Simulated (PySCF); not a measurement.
SnBr₄, SMILES [Br][Sn]([Br])([Br])[Br]. Geometry optimised at B3LYP-D3(BJ)/def2-SVP. The isomer is the one that the SMILES or the coordinates give; other isomers of the formula were not compared. The def2 effective core potentials stand for the cores of Sn; spin–orbit coupling is left out.

Computed equilibrium geometry at B3LYP-D3(BJ)/def2-SVP (PySCF confirms it by a frequency run) as Cartesian coordinates in Å, and its point group:
point group Td.
```xyz
5

Br    -1.4367    -1.4367     1.4367
Sn     0.0000     0.0000     0.0000
Br     1.4367    -1.4367    -1.4367
Br     1.4367     1.4367     1.4367
Br    -1.4367     1.4367    -1.4367
```
